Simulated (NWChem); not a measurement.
WO₂ClF; SMILES [F][W](=[O])([Cl])=[O]

def2 effective core potentials on W; no spin-orbit coupling.

Question: Give the equilibrium geometry at PBE0/def2-SVP with def2 effective core potentials on W (NWChem) as an XYZ file, with the point group.

Answer: point group Cs; any orientation.
```
5

W     -0.0226    -0.1557     0.0000
O      0.8416    -0.6966    -1.3497
O      0.8416    -0.6966     1.3497
F     -1.7112    -0.9316     0.0000
Cl    -0.0070     2.1135     0.0000
```
